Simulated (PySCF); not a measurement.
C8H10Si.
SMILES with atom numbers: `[SiH3:1][CH2:2][c:3]1[cH:4][cH:5][c:6]2[c:7]([cH:8]1)[CH2:9]2`

Structure used (PBE0-D3(BJ)/def2-SVP), in Å, numbered top down from 1:
```
atom  x, y, z in Å
Si1   -2.771   -0.375   -0.842
C2    -2.054   -0.002    0.873
C3    -0.591    0.332    0.800
C4    -0.185    1.668    0.609
C5     1.163    2.056    0.492
C6     2.049    1.005    0.575
C7     1.673   -0.281    0.753
C8     0.371   -0.706    0.875
C9     3.138   -0.013    0.651
H10   -4.224   -0.719   -0.740
H11   -2.044   -1.529   -1.453
H12   -2.617    0.818   -1.728
H13   -2.631    0.827    1.313
H14   -2.225   -0.884    1.511
H15   -0.962    2.436    0.553
H16    1.437    3.105    0.351
H17    0.061   -1.744    1.023
H18    3.679   -0.299   -0.263
H19    3.765   -0.073    1.554
```

Probes without a nucleus sit at each ring's centroid and 1 Å off its mean plane on both sides; NICS is minus the shielding there, NICSzz its component along the normal. Level: GIAO PBE0/pcSseg-1 (PySCF, non-relativistic, gas phase) on the PBE0-D3(BJ)/def2-SVP geometry, one conformer.

Ring bond lengths (Å), with Mayer bond orders in brackets: C3–C4 1.408 (1.43), C4–C5 1.408 (1.42), C5–C6 1.377 (1.45), C6–C7 1.352 (1.20), C7–C8 1.375 (1.46), C8–C3 1.417 (1.37); C6–C7 1.352 (1.20), C7–C9 1.492 (0.99), C9–C6 1.492 (1.00).

Problem. What do the NICS probes read (ppm)?

Solution. 
```
             ring                                                      type  NICS(0)  NICS(1), two faces  NICS(1)zz, two faces  rms pucker (Å)  centre to ring atoms, mean (Å)
C3–C4–C5–C6–C7–C8          6-membered carbocycle; formal bonds all aromatic     -8.3       -11.2 / -11.4         -25.9 / -26.5            0.00                            1.39
         C6–C7–C9  3-membered carbocycle; formal bonds 1 aromatic, 2 single    -22.1         -7.2 / -7.5         -14.1 / -14.5            0.00                            0.83
```

Problem. What can be read from them?

Solution. 
- C3–C4–C5–C6–C7–C8: mean NICS(1)zz -26.2 ppm, shielded. For a flat ring without four-coordinate atoms the NICS criterion counts such a value as aromatic, though in fused rings the probe also feels the neighbouring ring.
- C6–C7–C9: mean NICS(1)zz -14.3 ppm, shielded. C9 has four or more neighbours, and the NICS criterion for π rings isn't applied. NICS(0) lies 15 ppm below the mean NICS(1).

Problem. What does the geometric index give? HOMA takes Krygowski's 1993 parameters.

Solution. 
- C3–C4–C5–C6–C7–C8: HOMA 0.86 = 1 − EN − GEO, with mean bond length 1.390 Å, EN = α(Ropt − mean)² = 0.001 and GEO = α × variance = 0.139. The geometric and the magnetic index point the same way.

Problem. List the ring angles and the Hirshfeld charges of the ring atoms.

Solution. 
- C3–C4–C5–C6–C7–C8: C3 120.4° (+0.009 e), C4 123.3° (-0.054 e), C5 113.6° (-0.043 e), C6 123.7° (-0.030 e), C7 124.7° (-0.025 e), C8 114.3° (-0.048 e); sum 720.0° against 720° for a flat convex ring.
- C6–C7–C9: C6 63.1° (-0.030 e), C7 63.1° (-0.025 e), C9 53.9° (-0.060 e); sum 180.0° against 180° for a flat convex ring.

Problem. How do the values depend on the level or the medium?

Solution. 
| level | NICS(0), C3–C4–C5–C6–C7–C8 | mean NICS(1)zz, C3–C4–C5–C6–C7–C8 | NICS(0), C6–C7–C9 | mean NICS(1)zz, C6–C7–C9 |
| --- | --- | --- | --- | --- |
| PBE0/pcSseg-1, gas | -8.3 | -26.2 | -22.1 | -14.3 |
| wB97X-D/pcSseg-1, gas | -8.3 | -26.5 | -22.0 | -14.3 |
| PBE0/pcSseg-1, IEF-PCM acetone | -8.1 | -26.1 | -22.0 | -14.1 |

The geometry is the same throughout; the continuum's cavity takes Bondi-type radii × 1.2.

Hardware: one thread, Arm Neoverse N1 (aarch64), on a shared host. Cost: 63 s wall, 0.92 GiB resident at most. This is the whole shielding run at PBE0/pcSseg-1, SCF included.
